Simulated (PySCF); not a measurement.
Molecule: `InChI=1S/C5H4F2/c1-2-5(7)3-4-6/h1,3H,4H2/b5-3+`.

Cartesian coordinates in Å; atom numbers follow the order of the lines, from 1:
```xyz
11

C     2.3549    0.7654   -0.7278
C     1.5004   -0.0459   -0.4424
C     0.5084   -1.0153   -0.1082
F     0.9607   -2.2698   -0.0951
C    -0.7787   -0.7662    0.1639
C    -1.3935    0.5873    0.1478
F    -1.9987    0.8550    1.3524
H     3.1145    1.4844   -0.9764
H    -1.4186   -1.6204    0.4036
H    -0.6374    1.3624   -0.0573
H    -2.1678    0.6414   -0.6387
```

Geometry PBE0-D3(BJ)/def2-SVP throughout; GIAO in PySCF, gas phase, one conformer, non-relativistic; equivalent atoms averaged; functional PBE0.

For orientation, pcSseg-0 gives these absolute shieldings σ: C3 32.2, C5 63.5, C1 91.7, C6 110.6, F4 274.0, F7 442.7, H9 26.91, H8 29.13, H10/H11 27.44 ppm.

A run gave: C3 56.9, C5 82.8, C1 112.7, C6 124.5, F4 284.6, F7 423.8, H9 26.58, H8 29.13, H10/H11 27.47 ppm (absolute shieldings σ).

Task: Which basis set was used in that run?
A. def2-SVP
B. 6-31G*
C. 6-31G
D. cc-pVTZ

Result: C. H10/H11 tells them apart best: 6-31G gives 27.47, cc-pVTZ gives 26.26, def2-SVP gives 26.48, 6-31G* gives 26.91 ppm.
